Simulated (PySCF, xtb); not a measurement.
Al(OH)(OMe)(NH2) (CH6AlNO2), SMILES C[O][Al]([NH2])[OH].

GFN2-xTB (xtb) at its own geometry gives an orbital gap of 3.81 eV and a dipole moment of 0.29 D.

Coordinates come from a r2SCAN-D4/def2-SVP optimisation. The values are those of a single conformer.

Q: What does PBE0/def2-TZVP run with PySCF give? (An estimate is asked for; the answer gives what the named calculation found.)

A: gap 7.19 eV (levels -7.27 and -0.08 eV), dipole 1.24 D.
